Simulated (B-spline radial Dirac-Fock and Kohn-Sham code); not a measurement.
## EELS cross sections of the Hg O2 edge

System: neutral mercury in the configuration [Xe] 4f14 5d10 6s2. Calculated with a radial atomic solver, using the first Born approximation with generalised oscillator strengths from a Dirac-Hartree-Slater potential (longitudinal and transverse terms; continuum final states only, so no white lines or fine structure). The edge is taken at 83.10 eV (tabulated value).

Edge shape dσ/dE in barn per eV:

```
E − edge (eV)  80 kV, 100 mrad  120 kV, 100 mrad  200 kV, 20 mrad
            1              754               576              421
            3              786               601              439
            6              787               601              438
           10              751               573              415
           15              698               530              381
           20              656               496              352
           30              561               422              290
           40              446               334              223
           50              353               264              171
           65              256               191              117
           80              193               143             81.7
          100              139               103             52.7
          125             99.1              73.5             31.8
          150             73.3              54.3             19.7
          200             43.2              32.1             8.27
          250             27.8              20.7             4.19
          300             19.5              14.6             2.59
```

For the first setting the maximum lies 6 eV above the edge. The intensity 300 eV above the edge is 2.5 % of the maximum.
